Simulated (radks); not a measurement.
Results of a calculation; reference values are marked as such.
Question: Coherent X-ray form factor from a spherical all-electron density. Level of theory: scalar-relativistic Kohn-Sham, PBE, spin-unpolarised, spherical densities, finite nucleus; Fermi nuclear charge, rms radius of each element as measured or else 0.836 A^(1/3) + 0.57 fm (a radial shooting solver on a logarithmic mesh with Libxc functionals).

| sin(theta)/lambda (1/angstrom) | f0 (electrons) |
|---|---|
| 0.05 | 25.765 |
| 0.1 | 25.084 |
| 0.15 | 24.027 |
| 0.2 | 22.691 |
| 0.25 | 21.181 |
| 0.3 | 19.594 |
| 0.4 | 16.489 |
| 0.5 | 13.775 |
| 0.6 | 11.595 |
| 0.8 | 8.719 |
| 1 | 7.184 |
| 1.25 | 6.104 |
| 1.5 | 5.301 |
| 2 | 3.854 |

The species is in the configuration that NIST lists as its ground one. Which atom or ion scatters so?

Answer: The copper ion Cu3+, [Ar] 3d8. Extrapolating in s^2 from the first two rows gives f0(0) = 26.0, near the electron count 26; among species with that count, the fall with angle is slower the higher Z, and the table is that of Z = 29; from so few rows the species is fixed only to a neighbour or two.
